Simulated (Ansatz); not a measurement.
Relaxation of Cl2H7Si3 (12 atoms, charge 0, multiplicity 2), to a largest force component of 0.03 eV/Å in at most 50 steps.

The calculation used UKS PBE0/6-31G* in Ansatz.

```xyz
12
Properties=species:S:1:pos:R:3
Si 0.161 -0.023 -0.400
Cl -0.123 0.004 2.922
Cl 1.917 0.125 -1.542
Si -1.017 1.990 -0.566
H -2.316 1.842 0.153
H -0.226 3.084 0.063
H -1.286 2.346 -1.992
Si -0.912 -2.033 -0.926
H -2.145 -2.142 -0.095
H -1.290 -2.098 -2.369
H -0.001 -3.170 -0.614
H -0.497 0.074 4.198
```

**Question.** Where does it end, and by what steps?

**Answer.** The forces met the threshold. The force dipped under the threshold on the way, but the program's further checks kept it going. After 26 steps the energy has fallen by 0.064 eV; H12 moved furthest, 1.00 Å.

```json
{"step": "0", "energy less start (eV)": "0.0000", "largest force component (eV/Å)": "1.252", "accepted": "yes"}
{"step": "1", "energy less start (eV)": "-0.0390", "largest force component (eV/Å)": "0.655", "accepted": "yes"}
{"step": "2", "energy less start (eV)": "-0.0519", "largest force component (eV/Å)": "0.068", "accepted": "yes"}
{"step": "3", "energy less start (eV)": "-0.0524", "largest force component (eV/Å)": "0.050", "accepted": "yes"}
{"step": "4", "energy less start (eV)": "-0.0536", "largest force component (eV/Å)": "0.032", "accepted": "yes"}
{"step": "5", "energy less start (eV)": "-0.0538", "largest force component (eV/Å)": "0.125", "accepted": "yes"}
{"step": "6", "energy less start (eV)": "-0.0551", "largest force component (eV/Å)": "0.006", "accepted": "yes"}
{"step": "7", "energy less start (eV)": "-0.0561", "largest force component (eV/Å)": "0.053", "accepted": "yes"}
{"step": "8", "energy less start (eV)": "-0.0558", "largest force component (eV/Å)": "0.173", "accepted": "no"}
{"step": "9", "energy less start (eV)": "-0.0572", "largest force component (eV/Å)": "0.062", "accepted": "yes"}
{"step": "10", "energy less start (eV)": "-0.0575", "largest force component (eV/Å)": "0.055", "accepted": "yes"}
{"step": "11", "energy less start (eV)": "-0.0583", "largest force component (eV/Å)": "0.150", "accepted": "yes"}
{"step": "12", "energy less start (eV)": "-0.0589", "largest force component (eV/Å)": "0.081", "accepted": "yes"}
{"step": "13", "energy less start (eV)": "-0.0596", "largest force component (eV/Å)": "0.044", "accepted": "yes"}
{"step": "14", "energy less start (eV)": "-0.0599", "largest force component (eV/Å)": "0.037", "accepted": "yes"}
{"step": "15", "energy less start (eV)": "-0.0604", "largest force component (eV/Å)": "0.061", "accepted": "yes"}
{"step": "16", "energy less start (eV)": "-0.0607", "largest force component (eV/Å)": "0.082", "accepted": "yes"}
{"step": "17", "energy less start (eV)": "-0.0611", "largest force component (eV/Å)": "0.102", "accepted": "yes"}
{"step": "18", "energy less start (eV)": "-0.0614", "largest force component (eV/Å)": "0.100", "accepted": "yes"}
{"step": "19", "energy less start (eV)": "-0.0620", "largest force component (eV/Å)": "0.080", "accepted": "yes"}
{"step": "20", "energy less start (eV)": "-0.0623", "largest force component (eV/Å)": "0.090", "accepted": "yes"}
{"step": "21", "energy less start (eV)": "-0.0624", "largest force component (eV/Å)": "0.144", "accepted": "yes"}
{"step": "22", "energy less start (eV)": "-0.0628", "largest force component (eV/Å)": "0.077", "accepted": "yes"}
{"step": "23", "energy less start (eV)": "-0.0632", "largest force component (eV/Å)": "0.004", "accepted": "yes"}
{"step": "24", "energy less start (eV)": "-0.0634", "largest force component (eV/Å)": "0.010", "accepted": "yes"}
{"step": "25", "energy less start (eV)": "-0.0636", "largest force component (eV/Å)": "0.030", "accepted": "yes"}
{"step": "26", "energy less start (eV)": "-0.0638", "largest force component (eV/Å)": "0.029", "accepted": "yes"}
```

```xyz
12
Properties=species:S:1:pos:R:3
Si 0.386 0.007 -0.646
Cl -0.289 -0.112 3.128
Cl 1.714 0.166 -2.257
Si -0.851 1.987 -0.487
H -1.904 1.798 0.552
H 0.039 3.111 -0.085
H -1.504 2.332 -1.783
Si -0.791 -2.007 -0.821
H -1.758 -2.081 0.311
H -1.540 -2.102 -2.108
H 0.159 -3.150 -0.734
H -1.396 0.050 3.761
```

Whether the end is a true minimum wasn't checked by a vibrational analysis.

Run time: 110 s on 4 threads of Arm Neoverse V1 (shared host), peak memory 0.42 GiB.
